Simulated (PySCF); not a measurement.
B(OH)(OMe)(NH2) (CH6BNO2), SMILES COB(N)O. Atoms are numbered in the order given.

```xyz
11

B     -0.0593    -0.5213     0.0000
O     -0.8560    -1.6359     0.0000
H     -0.3597    -2.4564     0.0000
O     -0.7316     0.6714     0.0000
C     -0.0592     1.8890     0.0000
H      0.5790     2.0175    -0.8953
H     -0.7988     2.7035     0.0000
H      0.5790     2.0175     0.8953
N      1.3601    -0.5835     0.0000
H      1.9477     0.2371     0.0000
H      1.8847    -1.4455     0.0000
```

Geometry optimised at PBE0-D3(BJ)/def2-SVP. Other conformers were not sampled.

Two levels are set side by side: PBE/pcSseg-1 (PySCF) and PBE0/pcSseg-1 (PySCF). GIAO shifts against BF3 (¹¹B), H2O (¹⁷O), NH3 (¹⁵N), TMS (¹H), TMS (¹³C) at the same level; non-relativistic, no solvent, atoms listed together averaged. Differences are taken from unrounded values.

```
quantity            PBE0   PBE  PBE minus PBE0
------------------  ----  ----  --------------
δ(¹¹B) of B1 (ppm)   8.7   7.9            -0.8
δ(¹⁷O) of O2 (ppm)  80.6  87.8             7.2
δ(¹H) of H3 (ppm)   2.27  2.17           -0.10
δ(¹⁷O) of O4 (ppm)  58.2  70.3            12.0
δ(¹³C) of C5 (ppm)  53.0  54.7             1.6
δ(¹⁵N) of N9 (ppm)  45.8  48.9             3.0
```

Rough cost on one machine, each run with all the roots and properties that it gave: PBE0 against PBE within a factor of 2.
